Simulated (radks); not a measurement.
The numbers below are computed, except where a source is named.
Ionisation ladder of silicon, from Si I to Si X. Each ion is in the ground configuration listed by NIST, and IE = E(next ion) - E(this ion). Level of theory: scalar-relativistic Kohn-Sham, r2SCAN, spin-polarised, spherical densities, finite nucleus; open shells are filled with parallel spins first; meta-GGA in the generalised Kohn-Sham scheme; Fermi nuclear charge, rms radius 3.1224 fm (a radial shooting solver on a logarithmic mesh with Libxc functionals).

| species | configuration | E (hartree) | IE, Delta-SCF (eV) | <r> HOMO (bohr) | IE, NIST (eV) | kind | error (eV) |
|---|---|---|---|---|---|---|---|
| Si I | [Ne] 3s2 3p2 | -289.98054 | 8.413 | 2.73 | 8.152 | exp. | +0.261 |
| Si II | [Ne] 3s2 3p1 | -289.67137 | 16.183 | 2.44 | 16.346 | exp. | -0.163 |
| Si III | [Ne] 3s2 | -289.07667 | 32.935 | 1.96 | 33.493 | exp. | -0.558 |
| Si IV | [Ne] 3s1 | -287.86634 | 45.106 | 1.85 | 45.142 | exp. | -0.036 |
| Si V | [Ne] | -286.20873 | 168.66 | 0.530 | 166.77 | exp. | +1.9 |
| Si VI | [He] 2s2 2p5 | -280.01046 | 206.21 | 0.509 | 205.28 | semi-emp. | +0.9 |
| Si VII | [He] 2s2 2p4 | -272.43252 | 244.60 | 0.491 | 246.57 | semi-emp. | -2.0 |
| Si VIII | [He] 2s2 2p3 | -263.44356 | 306.89 | 0.461 | 303.59 | semi-emp. | +3.3 |
| Si IX | [He] 2s2 2p2 | -252.16573 | 353.36 | 0.446 | 351.3 | semi-emp. | +2.1 |
| Si X | [He] 2s2 2p1 | -239.18011 | 400.26 | 0.432 | 401.38 | semi-emp. | -1.1 |

Reference values: NIST Atomic Spectra Database (exp. = measured, semi-emp. = semi-empirical, theory = theoretical value adopted there). The ionisation energy per charge of the ion left behind rises most, in proportion, at Si V ([Ne]), from 11.276 to 33.733 eV. Against the entries that are not theoretical the mean signed error is +0.3 % and the largest +3.2 %. Open shells are spherical and high-spin; term and fine-structure splittings are not resolved.
